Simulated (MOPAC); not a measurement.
MOPAC input (PM6):

```
PM6 1SCF GEO-OK AUX(PRECISION=9) THREADS=1
HBrSi

Si   -0.87920555 1   -0.78195471 1    1.06171613 1
H    -1.89911641 1   -1.21899959 1    0.01694135 1
Br    0.40594269 1    0.34761045 1   -0.42517049 1
```

Output:

```
 *******************************************************************************
 **                                                                           **
 **                              MOPAC v23.2.5                                **
 **                                                                           **
 *******************************************************************************
 ** MOPAC's Digital Object Identifier: https://doi.org/10.5281/zenodo.6511958 **
 **                                                                           **
 ** Please cite the open-source release paper for use of this MOPAC version:  **
 ** J. E. Moussa and J. J. P. Stewart (2026)                                  **
 ** MOPAC: An open-source semiempirical molecular orbital program             **
 ** J. Open Source Softw., 11(119), 8025, https://doi.org/10.21105/joss.08025 **
 *******************************************************************************

                              PM6 CALCULATION RESULTS

 *******************************************************************************
 *  PM6        - The PM6 Hamiltonian to be used
 *  GEO-OK     - OVERRIDE INTERATOMIC DISTANCE AND OTHER SAFETY CHECKS
 *  1SCF       - DO 1 SCF AND THEN STOP
 *  AUX        - OUTPUT AUXILIARY INFORMATION
 *******************************************************************************
PM6 1SCF GEO-OK AUX(PRECISION=9) THREADS=1
 HBrSi

   ATOM   CHEMICAL          X               Y               Z
  NUMBER   SYMBOL      (ANGSTROMS)     (ANGSTROMS)     (ANGSTROMS)

     1      Si         -0.87920555  *  -0.78195471  *   1.06171613  *
     2       H         -1.89911641  *  -1.21899959  *   0.01694135  *
     3      Br          0.40594269  *   0.34761045  *  -0.42517049  *

          CARTESIAN COORDINATES

    NO.       ATOM           X           Y           Z

     1        Si         -0.8792     -0.7820      1.0617
     2         H         -1.8991     -1.2190      0.0169
     3        Br          0.4059      0.3476     -0.4252

 General Reference for PM6:
 "Optimization of Parameters for Semiempirical Methods V: Modification of NDDO Approximations
 and Application to 70 Elements", J. J. P. Stewart, J. Mol. Mod., 13, 1173-1213 (2007)
 URL: https://link.springer.com/article/10.1007/s00894-007-0233-4

           Empirical Formula: H Si Br  =     3 atoms

      MOLECULAR POINT GROUP   :   Cs

      RHF CALCULATION, NO. OF DOUBLY OCCUPIED LEVELS = 6

 -------------------------------------------------------------------------------
 PM6 1SCF GEO-OK AUX(PRECISION=9) THREADS=1
 HBrSi

     1SCF WAS SPECIFIED, SO BFGS WAS NOT USED
     SCF FIELD WAS ACHIEVED

                              PM6 CALCULATION
                                                       MOPAC v23.2.5 Linux

          FINAL HEAT OF FORMATION =         39.05472 KCAL/MOL =     163.40495 KJ/MOL

          COSMO AREA              =        100.97 SQUARE ANGSTROMS
          COSMO VOLUME            =         89.45 CUBIC ANGSTROMS

          IONIZATION POTENTIAL    =          8.133249 EV
          HOMO LUMO ENERGIES (EV) =         -8.133 -2.135
          NO. OF FILLED LEVELS    =          6
          MOLECULAR WEIGHT        =        108.9974         POINT GROUP:  Cs

          MOLECULAR DIMENSIONS (Angstroms)

            Atom       Atom       Distance
           Br     3    H     2     2.82188
            H     2   Si     1     1.22104
           Si     1   Br     3     0.00000

          SCF CALCULATIONS        =          1

   ATOM   CHEMICAL          X               Y               Z
  NUMBER   SYMBOL      (ANGSTROMS)     (ANGSTROMS)     (ANGSTROMS)

     1      Si         -0.87920555  *  -0.78195471  *   1.06171613  *
     2       H         -1.89911641  *  -1.21899959  *   0.01694135  *
     3      Br          0.40594269  *   0.34761045  *  -0.42517049  *

                             CARTESIAN COORDINATES

   1   Si       -0.879205550    -0.781954710     1.061716130
   2    H       -1.899116410    -1.218999590     0.016941350
   3   Br        0.405942690     0.347610450    -0.425170490

           Empirical Formula: H Si Br  =     3 atoms

      MOLECULAR POINT GROUP   :   Cs

                  EIGENVALUES
 -27.81038 -17.44789 -12.02271 -11.09477 -10.66366  -8.13325  -2.13545  -1.47774
   0.39553   1.53588   1.58687   1.74563   1.92196   3.88613 114.45881 114.46400
 114.56544 114.71214 114.72538

              NET ATOMIC CHARGES AND DIPOLE CONTRIBUTIONS

  ATOM NO.   TYPE          CHARGE      No. of ELECS.   s-Pop       p-Pop       d-Pop
    1         Si           0.283337        3.7167     1.82976     1.63858     0.24833
    2          H          -0.014882        1.0149     1.01488
    3         Br          -0.268455        7.2685     1.96233     5.30292     0.00320
 DIPOLE           X         Y         Z       TOTAL
 POINT-CHG.    -1.584    -1.425     1.992     2.917
 HYBRID         0.134     0.333    -1.197     1.249
 SUM           -1.450    -1.092     0.795     1.982

          ATOMIC ORBITAL ELECTRON POPULATIONS

     Atom    s        px        py        pz      x^2-y^2     xz        z^2       yz        xy
    1 Si   1.82976   0.49264   0.25243   0.89351   0.03536   0.09979   0.01759   0.03878   0.05680
    2  H   1.01488
    3 Br   1.96233   1.78137   1.75863   1.76293   0.00026   0.00087   0.00057   0.00071   0.00079

 **********************
 *                    *
 * JOB ENDED NORMALLY *
 *                    *
 **********************

 == MOPAC DONE ==
```

The geometry given is a B3LYP-D3(BJ)/def2-TZVP minimum.
